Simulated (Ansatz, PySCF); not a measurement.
C₂H₈AlN, SMILES [CH3][Al]([CH3])[NH2].

Coordinates come from a B3LYP-D3(BJ)/def2-SVP optimisation. The structure was generated by enumeration; whether it is a known compound was not checked. The values are those of a single conformer.

Vertical ionisation energy (IE) and electron affinity (EA) in eV. Rows of orbital energies are one-electron estimates. Where ΔSCF, EOM or ADC give a negative EA the extra electron is unbound and the value depends on the basis.

```csv
level,IE,EA
"−ε(HOMO), −ε(LUMO), PBE0/def2-TZVP (PySCF)",7.17,-0.32
"−ε(HOMO), −ε(LUMO), PBE/def2-TZVP (PySCF)",5.80,0.42
"ΔSCF, PBE0/def2-SVPD (Ansatz), final states of multiplicity 2 and 2",9.39,-0.81
"ΔSCF, PBE/def2-SVPD (Ansatz), final states of multiplicity 2 and 2",9.02,-0.68
```

**Question.** What vertical singlet–triplet gap does ΔSCF give with PBE0/def2-SVPD (Ansatz, an electronic-structure program) and with PBE/def2-SVPD (Ansatz)? (Estimate from the structure and the level; the computed values follow.)

**Answer.** 5.67 and 5.34 eV (triplet above singlet where positive).
